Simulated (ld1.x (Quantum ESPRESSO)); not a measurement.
**Logarithmic derivatives: Mo (Z = 42), TM**

```json
{
 "Element": "molybdenum (Mo)",
 "Generator": "ld1.x (Quantum ESPRESSO) 7.5",
 "Type": "norm-conserving Troullier–Martins (Kleinman–Bylander form)",
 "Functional": "PBE",
 "Relativity": "scalar-relativistic",
 "Frozen core": "[Ar] 3d10",
 "Valence charge": "14",
 "Reference configuration": "4s2 4p6 4d5 5s0 5p0 (charge +1)",
 "Partial waves": "4s (bound): rc 1.45 bohr; 4d (bound): rc 1.96 bohr; 4f channel at 0.25 Ry: rc 2.00 bohr; 4p (bound): rc 2.10 bohr",
 "Local potential": "the p channel",
 "Core correction": "Bessel-smoothed model core inside 1.45 bohr"
}
```

The phase is arctan(r·u′/u) with u = r·R(r), unwrapped; energies in Ry, scanned from -7 to 5 Ry. A pole is an energy at which the radial function vanishes at the test radius. The pseudo phase is shifted by a multiple of π to meet the all-electron one at the reference energy, and phase errors are pseudo minus all-electron; the curves can meet again beyond the range given. Levels narrower than the energy grid can be missing from the lists of poles.

```json
{"channel": "s", "radius (bohr)": "2.30", "reference energy (Ry)": "-5.23", "poles, all-electron": "-5.10, 4.24", "poles, pseudo": "-5.10, 3.89", "unbroken range about the reference energy with phases within 0.05 rad": "below -1.0", "phase error 1 Ry above the reference energy (rad)": "-0.002"}
{"channel": "p", "radius (bohr)": "2.30", "reference energy (Ry)": "-3.33", "poles, all-electron": "-3.06", "poles, pseudo": "-3.06, 4.77", "unbroken range about the reference energy with phases within 0.05 rad": "below -0.2", "phase error 1 Ry above the reference energy (rad)": "-0.004"}
{"channel": "d", "radius (bohr)": "2.30", "reference energy (Ry)": "-0.77", "poles, all-electron": "0.15", "poles, pseudo": "0.13", "unbroken range about the reference energy with phases within 0.05 rad": "below 2.0", "phase error 1 Ry above the reference energy (rad)": "-0.005"}
{"channel": "f", "radius (bohr)": "2.30", "reference energy (Ry)": "0.25", "poles, all-electron": "3.49", "poles, pseudo": "3.27", "unbroken range about the reference energy with phases within 0.05 rad": "below 3.8", "phase error 1 Ry above the reference energy (rad)": "-0.014"}
```

Phases in the d channel:

```json
{"E (Ry)": "-7.00", "all-electron": "1.397", "pseudo": "1.396"}
{"E (Ry)": "-6.48", "all-electron": "1.389", "pseudo": "1.388"}
{"E (Ry)": "-5.96", "all-electron": "1.379", "pseudo": "1.379"}
{"E (Ry)": "-5.44", "all-electron": "1.369", "pseudo": "1.368"}
{"E (Ry)": "-4.92", "all-electron": "1.355", "pseudo": "1.355"}
{"E (Ry)": "-4.40", "all-electron": "1.339", "pseudo": "1.339"}
{"E (Ry)": "-3.88", "all-electron": "1.319", "pseudo": "1.318"}
{"E (Ry)": "-3.36", "all-electron": "1.291", "pseudo": "1.290"}
{"E (Ry)": "-2.84", "all-electron": "1.251", "pseudo": "1.250"}
{"E (Ry)": "-2.32", "all-electron": "1.185", "pseudo": "1.183"}
{"E (Ry)": "-1.80", "all-electron": "1.050", "pseudo": "1.047"}
{"E (Ry)": "-1.28", "all-electron": "0.612", "pseudo": "0.607"}
{"E (Ry)": "-0.76", "all-electron": "-0.873", "pseudo": "-0.873"}
{"E (Ry)": "-0.24", "all-electron": "-1.434", "pseudo": "-1.437"}
{"E (Ry)": "0.28", "all-electron": "-1.601", "pseudo": "-1.607"}
{"E (Ry)": "0.80", "all-electron": "-1.695", "pseudo": "-1.705"}
{"E (Ry)": "1.32", "all-electron": "-1.772", "pseudo": "-1.791"}
{"E (Ry)": "1.84", "all-electron": "-1.858", "pseudo": "-1.895"}
{"E (Ry)": "2.36", "all-electron": "-1.980", "pseudo": "-2.062"}
{"E (Ry)": "2.88", "all-electron": "-2.201", "pseudo": "-2.430"}
{"E (Ry)": "3.40", "all-electron": "-2.710", "pseudo": "-3.303"}
{"E (Ry)": "3.92", "all-electron": "-3.606", "pseudo": "-4.057"}
{"E (Ry)": "4.44", "all-electron": "-4.147", "pseudo": "-4.352"}
{"E (Ry)": "4.96", "all-electron": "-4.375", "pseudo": "-4.489"}
```
